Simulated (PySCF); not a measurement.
# Cl²⁺: ionisation energy

Cl²⁺ [Ne] 3s2 3p3 (4S) → Cl³⁺ [Ne] 3s2 3p2 (3P), as a difference of total energies. Computed with PySCF 2.14 in jorge-DZP-DKH, with scalar relativity by spin-free X2C-1e. Correlated levels: valence: [Ne] frozen. The calculations carry no spin-orbit coupling.

```csv
method,ionisation energy (eV)
UHF,38.972
LDA,39.667
M06-2X,39.490
MP2 (valence),39.435
SCS-MP2 (valence),39.270
CCSD (valence),39.351
CCSD(T) (valence),39.354
```

Task: How much does correlation contribute at CCSD(T) (valence)?

Result: 39.354 − (38.972) = 0.382 eV, measured against UHF.

The reference lies between the lowest fine-structure levels, while these numbers refer to the centres of the terms.

Errors of the correlated levels include the incompleteness of this basis and the frozen core.

For comparison: 39.8 ± 0.11 eV (semi-empirical (NIST evaluation); NIST Atomic Spectra Database, ionization energies).
